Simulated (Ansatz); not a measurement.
Reaction (hydrogenolysis of the Al–Cl bond): `F[SiH2][AlH][Cl]` + H₂ → `F[SiH2][AlH2]` + HCl

Calculated with Ansatz (gas phase, PBE0-D4/def2-TZVP geometries, no zero-point term in ΔE). CCSD(T)/CBS is the MP2 limit (def2-TZVPP, def2-QZVPP) plus CCSD(T) − MP2 in def2-TZVPP, frozen cores. This one scheme is used for every species. Functionals use def2-TZVPP. Each species was taken in one conformer, which may not be the lowest.

```csv
level,ΔE (kJ/mol)
r2SCANh-D4,156.6
CCSD/def2-TZVPP,143.9
```

What does CCSD(T)/CBS give? (Best estimate.)

Computed: +152.1 kJ/mol. The listed levels differ from it by 4.5, -8.2 kJ/mol.

Largest T1 diagnostic among the species: 0.012.

At CCSD(T), def2-SVP lies −9.4 kJ/mol from the extrapolated value and def2-TZVPP −5.1 kJ/mol. In def2-TZVPP, CCSD(T) changes the Hartree–Fock value by +5.4 kJ/mol (the triples alone add +3.1 kJ/mol) and MP2 by +15.5 kJ/mol. Leaving LDA and LC-ωPBE aside and taking each functional with its dispersion term where it has one, the values, not all of them listed here, spread over 15.0 kJ/mol, from B97M-V to r2SCAN-D4.
